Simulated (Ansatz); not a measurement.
Geometry optimisation, Ansatz 0.2.0, RKS PBE0-D4/def2-SVP.

Input file:

```yaml
crystal:
  periodic: [false, false, false]
  atoms:
    - { symbol: B, position_ang: [0.0, 0.0, 0.0] }
    - { symbol: C, position_ang: [0.0, 0.0, 1.6] }
    - { symbol: H, position_ang: [-0.9996, -0.3092, 1.9705] }
    - { symbol: H, position_ang: [0.7676, -0.7111, 1.9705] }
    - { symbol: H, position_ang: [0.232, 1.0203, 1.9705] }
    - { symbol: "N", position_ang: [1.3423, 0.0, -0.775] }
    - { symbol: H, position_ang: [1.8089, -0.9179, -1.0268] }
    - { symbol: H, position_ang: [1.7937, 0.9179, -1.0532] }
    - { symbol: "N", position_ang: [-1.3423, 0.0, -0.775] }
    - { symbol: H, position_ang: [-2.0112, -0.8164, -0.6764] }
    - { symbol: H, position_ang: [-1.5914, 0.8164, -1.4036] }
basis:
  gaussian: { orbitals: def2-SVP }
hamiltonian:
  xc: pbe0
  dispersion: d4
relax:
  f_tol: 0.02
  max_steps: 40
```

Command:

```bash
$ ansatz run input.yaml --threads 1 --pin off --max-ram 2048MiB --backend cpu --events-out ev --progress --plain --runs-dir out
```

**Question.** Where does it end, and by what steps?

**Answer.** The run converged. After 11 steps the energy has fallen by 2.390 eV; H7 moved furthest, 1.41 Å.

```
step  energy less start (eV)  largest force component (eV/Å)  accepted
   0                  0.0000                           2.065       yes
   1                 -0.7777                           1.453       yes
   2                 -1.2510                           0.934       yes
   3                 -1.5222                           0.669       yes
   4                 -1.7238                           1.419       yes
   5                 -1.9093                           1.057       yes
   6                 -2.1020                           0.712       yes
   7                 -2.2654                           0.490       yes
   8                 -2.3593                           0.334       yes
   9                 -2.3889                           0.105       yes
  10                 -2.3901                           0.046       yes
  11                 -2.3903                           0.009       yes
```

```xyz
11
Properties=species:S:1:pos:R:3
B -0.008 0.003 -0.046
C -0.010 0.039 1.542
H -1.022 0.078 1.973
H 0.484 -0.861 1.947
H 0.549 0.907 1.929
N 1.209 0.212 -0.744
H 1.299 0.185 -1.750
H 2.079 0.398 -0.268
N -1.211 -0.251 -0.750
H -2.089 -0.402 -0.276
H -1.281 -0.308 -1.756
```

Whether the end is a true minimum wasn't checked by a vibrational analysis.

Time of the run: 45 s on 1 thread of Arm Neoverse V1, on a shared host, peak memory 0.17 GiB.
